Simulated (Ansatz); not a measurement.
Geometry optimisation, RHF/def2-SVP (Ansatz 0.2.0).

The input (input.yaml):

```yaml
crystal:
  periodic: [false, false, false]
  atoms:
    - { symbol: C, position_ang: [-1.3648, 1.056, 1.6638] }
    - { symbol: Si, position_ang: [0.2583, 1.5556, 0.9698] }
    - { symbol: Sn, position_ang: [0.9196, -0.1741, -0.7215] }
    - { symbol: C, position_ang: [-0.59034, -0.27389, -2.24135] }
    - { symbol: C, position_ang: [2.81656, 0.29588, -1.54669] }
    - { symbol: H, position_ang: [-2.1497, 1.0783, 0.8217] }
    - { symbol: H, position_ang: [-1.3263, 0.1081, 2.1429] }
    - { symbol: H, position_ang: [-1.6919, 1.8772, 2.3891] }
    - { symbol: H, position_ang: [1.247, 1.6193, 2.1071] }
    - { symbol: H, position_ang: [0.1873, 2.8743, 0.3403] }
    - { symbol: H, position_ang: [0.95475, -1.75032, 0.05526] }
    - { symbol: H, position_ang: [-1.57995, -0.47139, -1.8333] }
    - { symbol: H, position_ang: [-0.57014, 0.83283, -2.74003] }
    - { symbol: H, position_ang: [-0.28642, -0.93347, -3.03146] }
    - { symbol: H, position_ang: [3.0798, -0.44803, -2.31307] }
    - { symbol: H, position_ang: [2.73863, 1.31924, -1.97384] }
    - { symbol: H, position_ang: [3.56879, 0.3192, -0.69921] }
basis:
  gaussian: { orbitals: def2-SVP }
hamiltonian:
  xc: hf
relax:
  f_tol: 0.015
  max_steps: 40
```

Command:

```bash
$ ansatz run input.yaml --threads 2 --pin off --max-ram 3072MiB --backend cpu --events-out ev --progress --plain --runs-dir out
```

Task: Where does it end, and by what steps?

Result: The forces met the threshold. After 6 steps the energy has fallen by 0.651 eV; H6 moved furthest, 0.26 Å.

| step | energy less start (eV) | largest force component (eV/Å) | accepted |
| --- | --- | --- | --- |
| 0 | 0.0000 | 3.667 | yes |
| 1 | -0.5608 | 0.936 | yes |
| 2 | -0.5925 | 0.365 | yes |
| 3 | -0.6390 | 0.202 | yes |
| 4 | -0.6449 | 0.208 | yes |
| 5 | -0.6508 | 0.042 | yes |
| 6 | -0.6514 | 0.014 | yes |

```xyz
17
Properties=species:S:1:pos:R:3
C -1.482 1.172 1.806
Si 0.214 1.558 1.052
Sn 0.923 -0.186 -0.754
C -0.533 -0.266 -2.366
C 2.871 0.292 -1.587
H -2.259 1.165 1.038
H -1.481 0.196 2.295
H -1.753 1.923 2.552
H 1.240 1.599 2.127
H 0.181 2.907 0.428
H 1.013 -1.755 -0.048
H -1.512 -0.559 -1.986
H -0.626 0.709 -2.846
H -0.222 -0.993 -3.117
H 3.139 -0.434 -2.356
H 2.862 1.286 -2.036
H 3.636 0.270 -0.810
```

Whether the end is a true minimum wasn't checked by a vibrational analysis.

The run took 31 s on 2 threads of Arm Neoverse V1, on a shared host, peak memory 0.43 GiB.
